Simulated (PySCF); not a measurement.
## PBE beside CCSD(T) along the alkali metals: bonds to I

PBE and CCSD(T) in PySCF with def2-SVP on every atom (core potentials on Rb, I, Cs), for the lowest determinant that a PBE0 search found; no spin–orbit coupling.

```tsv
molecule	state (unpaired electrons)	PBE Re (Å)	PBE ωe (cm⁻¹)	PBE De (eV)	CCSD(T) Re (Å)	CCSD(T) ωe (cm⁻¹)	CCSD(T) De (eV)
LiI	singlet (closed shell)	2.388	494	3.69	2.412	490	3.42
NaI	singlet (closed shell)	2.730	249	3.20	2.756	250	3.06
KI	singlet (closed shell)	3.078	180	3.32	?	?	?
RbI	singlet (closed shell)	3.236	134	3.33	3.260	137	3.04
CsI	singlet (closed shell)	3.386	117	3.46	3.433	117	3.16
```

Question: Estimate the CCSD(T) values of KI by adding the mean shift from PBE to CCSD(T) of the other rows, and compare with the calculation.

Answer: The mean shifts are +3.0 pm, +0 cm⁻¹ and -0.25 eV, which give 3.108 Å, 180 cm⁻¹ and 3.07 eV. CCSD(T)/def2-SVP gives Re = 3.125 Å, ωe = 178 cm⁻¹, De = 3.12 eV.

Question: What are the mean differences of PBE from CCSD(T) over the whole series?

Answer: Re -3.4 pm, ωe +0 cm⁻¹, De +0.24 eV.

In a basis of this size CCSD(T) is itself not converged; it tends to give bonds that are too long and too weak.

Correlated steps freeze the inner cores (4 to 9 orbitals); shallow outer-core shells are correlated. Correlated levels converge slowly with the basis: in double zeta they bind strong bonds too weakly, by up to about 1 eV, and carry superposition errors of some tenths. These are scalar-relativistic numbers at best; spin–orbit coupling would shift them, the dissociation energy most. Where the molecule has an RHF reference, its open-shell atoms are computed with UHF.
